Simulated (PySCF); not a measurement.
Compound: C₂H₇BO.
SMILES: `C(OC)B`

Torsions of this conformer, `[BH2:1][CH2:2][O:3][CH3:4]`: B1–C2–O3–C4 180°.

The closed-shell ground state was solved at several levels (PySCF, density fitting, gas phase, non-relativistic). Geometry: GFN2-xTB, one conformer, isolated molecule.

```json
{"level": "PBE0/pcSseg-1", "basis functions": "103", "total energy (Eh)": "-180.2054", "HOMO (eV)": "-7.34", "LUMO (eV)": "-1.40", "gap (eV)": "5.94", "dipole (D)": "1.60"}
{"level": "wB97X-D/def2-SVPD", "basis functions": "139", "total energy (Eh)": "-180.2687", "HOMO (eV)": "-9.41", "LUMO (eV)": "0.57", "gap (eV)": "9.98", "dipole (D)": "1.55"}
```

Question: Estimate the row for B3LYP/pcJ-1, a basis of 178 functions; the other rows only guide the guess.

Answer: Total energy -180.4673 Eh, HOMO -7.10 eV, LUMO -1.66 eV, gap 5.44 eV, dipole 1.56 D.

Question: Over all these levels, which gives the widest orbital gap and which the narrowest?

Answer: wB97X-D/def2-SVPD (range-separated hybrid) has the widest, 9.98 eV, and B3LYP/pcJ-1 (global hybrid, 20 % exact exchange) the narrowest, 5.44 eV. Functional and basis both differ between the two, so the spread mixes both effects.

Question: How far do the dipole and the HOMO energy spread over the levels?

Answer: The dipole runs from 1.55 to 1.60 D (mean 1.57 D) and the HOMO from -9.41 to -7.10 eV.

The pairwise dispersion term of wB97X-D wasn't added to the energies; at a given geometry it leaves orbitals and properties as they are.
